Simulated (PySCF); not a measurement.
Ligands exchanged one at a time, Sn OH-OCH3. Gas-phase values, no solvent. One relaxed conformer stands for each flexible species; it need not be the lowest. Strings in code marks are SMILES.

The LUMO from two functionals at the same geometries (PBE0-D4/def2-SVP), both in PySCF: PBE-D3(BJ)/def2-TZVP and PBE0-D4/def2-TZVP. 

| species | PBE-D3(BJ)/def2-TZVP (eV) | PBE0-D4/def2-TZVP (eV) |
|---|---|---|
| 0 of 4 OH replaced by OCH3 | -2.81 | -1.84 |
| 1 of 4 OH replaced by OCH3 (`C[O][Sn]([OH])([OH])[OH]`) | -2.77 | -1.80 |
| 2 of 4 OH replaced by OCH3 | -2.73 | -1.75 |
| 3 of 4 OH replaced by OCH3 (`[O]([Sn]([O]C)([OH])[O]C)C`) | -2.69 | -1.70 |
| 4 of 4 OH replaced by OCH3 (`C[O][Sn]([O]C)([O]C)[O]C`) | -2.65 | -1.65 |

Over these rows, drawn at random from the members with no instability flagged (it was tested for open shells, ions and some series alone), PBE minus PBE0-D4: mean -0.98 eV, from -1.00 eV to -0.97 eV.
